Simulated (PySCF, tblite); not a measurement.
C4H7FO3S.
Atom-mapped SMILES: `[O:1]=[S:2](=[O:3])([CH2:4][F:5])[O:6][CH:7]1[CH2:8][CH2:9]1` (hydrogens: H10, H11 on C4; H12 on C7; H13, H14 on C8; H15, H16 on C9)

Jobs on this species (16 atoms, 80 electrons) with PySCF (density fitting) and tblite. Hardware of each: one thread of an Arm Neoverse V1, no GPU, shared host. Other jobs ran on the host; a repeat could differ by tens of per cent or more.

```json
{"level and settings": "GFN2-xTB", "work": "L-BFGS relaxation", "basis functions": "–", "SCF cycles": "–", "wall time": "0.76 s"}
{"level and settings": "PBE0/pcSseg-1", "work": "shieldings, ring-centre shieldings, charges and field gradients, density and orbital grids written", "basis functions": "195", "SCF cycles": "?", "wall time": "?"}
{"level and settings": "GFN2-xTB", "work": "Hessian by finite differences", "basis functions": "–", "SCF cycles": "–", "wall time": "0.56 s"}
```

**Question.** Fill in the missing figures.

**Answer.** 
- PBE0/pcSseg-1; shieldings, ring-centre shieldings, charges and field gradients, density and orbital grids written: 38 s, 14 SCF cycles

**Question.** What do all jobs in the table cost together?

**Answer.** About 39 s; the longest takes about 97 % of that, and about 68 times as long as the shortest.
